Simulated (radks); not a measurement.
Initial-state core-level shifts of neutral strontium when its valence configuration changes from [Kr] 5s2. All-electron calculation, scalar-relativistic Kohn-Sham, BLYP, spin-polarised, spherical densities, finite nucleus; open shells are filled with parallel spins first (spin-orbit coupling, left out, can overturn this in heavy ions); Fermi nuclear charge, rms radius 4.224 fm. Program: a radial shooting solver on a logarithmic mesh with Libxc functionals. Shifts are changes of the shell-averaged eigenvalues in eV (positive: less bound); the change of the density at the nucleus, which sets a Mossbauer isomer shift, is in e/bohr^3, on a base of 6.201e+04.

valence,2s,3p,4s,4p,density at nucleus
4d1 5s1,+1.113,+1.102,+1.095,+1.020,-6.521
5s1 5p1,-1.197,-1.198,-1.170,-1.141,-5.288
5s1.5 5p0.5,-0.654,-0.654,-0.639,-0.626,-2.445
4d1 5s0.5 5p0.5,+0.578,+0.566,+0.565,+0.493,-9.215
4d1.5 5s0.5,+1.371,+1.360,+1.363,+1.260,-9.466
